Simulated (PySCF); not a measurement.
# Ionisation energy of Re by level of theory

Re [Xe] 4f14 5d5 6s2 (6S) → Re⁺ [Xe] 4f14 5d5 6s1 (7S), as a difference of total energies. Calculation: PySCF 2.14, in x2c-TZVPPall with one added diffuse shell each of s, p, d, f type (12s8p8d4f1g, 113 functions); the spin-free X2C one-electron Hamiltonian (Gaussian nucleus). Correlated levels: valence: [Xe] 4f14 frozen. The calculations carry no spin-orbit coupling.

| method | ionisation energy (eV) | error (eV) |
| --- | --- | --- |
| UHF | 5.960 | -1.874 |
| MP2 (valence) | 7.332 | -0.502 |
| SCS-MP2 (valence) | 7.603 | -0.231 |
| CCSD (valence) | 7.437 | -0.397 |
| CCSD(T) (valence) | 7.553 | -0.281 |

Reference: 7.834 eV (measured; NIST Atomic Spectra Database, ionization energies).

Errors of the correlated levels include the incompleteness of this basis and the frozen core.
